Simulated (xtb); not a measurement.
Input file for xtb: GFN1-xTB on C2H8S (a complex), monomers drawn apart or pushed together.

```
$ xtb mol.xyz --gfn 1 --sp --chrg 0 --uhf 0
11

C     -0.05253314     0.07524439    -0.09987776
H     -1.11684466     0.02075430     0.12847562
H      0.49353200     0.40839097     0.78163316
H      0.30373735    -0.90909669    -0.40184656
H      0.10475973     0.78045081    -0.91489445
C     -0.19761628    -1.37948482     5.84822845
S      0.31382796     0.32766826     6.22897285
H     -0.21978937    -1.55310107     4.77468775
H      0.55454645    -2.02751242     6.29498701
H     -1.16518468    -1.60901364     6.28952103
H     -0.70479181     0.94698446     5.61098811
```

The head of its log:

```
[...]
           -------------------------------------------------
          |                Calculation Setup                |
           -------------------------------------------------



molecular fragmentation (1/2 indicates fragments):
11111222222
# atoms in fragment 1/2:     5     6
 fragment masses (1/2) :       16.04       48.11
CMA distance (Bohr)    :  11.722
constraining FC (au)   :  0.0500

           -------------------------------------------------
          |                 G F N 1 - x T B                 |
           -------------------------------------------------

        Reference                      10.1021/acs.jctc.7b00118
      * Hamiltonian:
        H0-scaling (s, p, d)           1.850000    2.250000    2.000000
        zeta-weighting                 0.000000
      * Dispersion:
        s8                             2.400000
        a1                             0.630000
        a2                             5.000000
        s9                             0.000000
      * Repulsion:
        kExp                           1.500000
        rExp                           1.000000
      * Coulomb:
        alpha                          2.000000
        third order                    atomic
        anisotropic                    false
      * Halogen bond correction:
        rad-scale                      1.300000
        damping                        0.440000


          ...................................................
          :                      SETUP                      :
          :.................................................:
          :  # basis functions                  34          :
          :  # atomic orbitals                  33          :
          :  # shells                           23          :
          :  # electrons                        22          :
          :  # halogen bonds                     0          :
          :  max. iterations                   250          :
          :  Hamiltonian                  GFN1-xTB          :
          :  restarted?                      false          :
          :  GBSA solvation                  false          :
          :  PC potential                    false          :
          :  electronic temp.          300.0000000     K    :
          :  accuracy                    1.0000000          :
          :  -> integral cutoff          0.2500000E+02      :
          :  -> integral neglect         0.1000000E-07      :
          :  -> SCF convergence          0.1000000E-05 Eh   :
          :  -> wf. convergence          0.2000000E-04 e    :
          :  Broyden damping             0.4000000          :
          :  net charge                          0          :
          :  unpaired electrons                  0          :
          ...................................................

 iter      E             dE          RMSdq      gap      omega  full diag
   1    -12.3570745 -0.123571E+02  0.628E+00    5.60       0.0  T
   2    -12.3631836 -0.610912E-02  0.381E+00    5.71       1.0  T
```

Task: Give the final energy of this run.

Result: -12.2328 hartree.
